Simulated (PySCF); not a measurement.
Input of a run (PBE0-D3(BJ)/def2-SVP geometry optimisation, gas phase (PySCF 2.14.0)), started from GFN2-xTB:
```
{"job": {"xc": "PBE0", "basis": "def2-SVP", "d3": "d3bj", "grid": 1, "shake": 0.01, "kind": "geom"}, "charge": 0, "multiplicity": 1}
C      1.982830     0.286620     0.322220
Si     0.699560    -0.109680    -1.047090
Si    -1.277410    -0.900630    -0.082570
F     -2.148220    -1.412050    -1.306920
P     -2.589990     0.508180     1.050160
H      1.558910     1.040750     1.021060
H      2.877510     0.735220    -0.103330
H      2.263920    -0.566010     0.876940
H      1.304140    -1.086950    -1.933030
H      0.470530     1.112740    -1.827560
H     -1.194620    -2.108960     0.762710
H     -1.602860     0.849410     1.988020
H     -2.338470     1.634480     0.269060
```

Output (energies in Eh, forces in Eh/bohr):
```
step   0  E = -1062.24493005  max force = 0.032489
step   1  E = -1062.25376959  max force = 0.009784
step   2  E = -1062.25419486  max force = 0.004522
step   3  E = -1062.25430588  max force = 0.001046
step   4  E = -1062.25434990  max force = 0.001391
step   5  E = -1062.25439532  max force = 0.002058
step   6  E = -1062.25442117  max force = 0.001387
step   7  E = -1062.25445085  max force = 0.000602
step   8  E = -1062.25447783  max force = 0.001030
step   9  E = -1062.25449626  max force = 0.001041
step  10  E = -1062.25450190  max force = 0.000429
optimisation converged
```

Task: Summarise the run.

Result: The energy falls by 0.260 eV over 11 energy and gradient evaluations, the largest force component goes from 0.0325 to 4.3e-04 Eh/bohr, and the atoms move by 0.246 Å rms after alignment. The bond that changes most is Si3–F4 (fluorine-bound silicon to silicon-bound fluorine), which lengthens by 0.049 Å. Bonds longer at the end by more than 0.005 Å: 9 of 12; shorter: 2. Among the angles that change most is Si2–Si3–P5, from 119.5° to 112.8°. Among the dihedrals that turn most is H11–Si3–P5–H12, from 75° to 59°. The energy never rose by more than 1e-6 Eh on the way. The first step brought 92 % of the lowering.

Task: What are the final bond lengths?

Result: C1–Si2 1.885 Å, Si2–Si3 2.342 Å, Si3–F4 1.636 Å, Si3–P5 2.263 Å, C1–H6 1.101 Å, C1–H7 1.101 Å, C1–H8 1.100 Å, Si2–H9 1.497 Å, Si2–H10 1.498 Å, Si3–H11 1.496 Å, P5–H12 1.431 Å, P5–H13 1.430 Å. Numbering counts from 1 in the input's order; the species is `[Si@@H](F)(P)[SiH2]C`.

The run used 122 basis functions and 68 SCF cycles in all.

No frequency check. The numbers are those of one conformer.
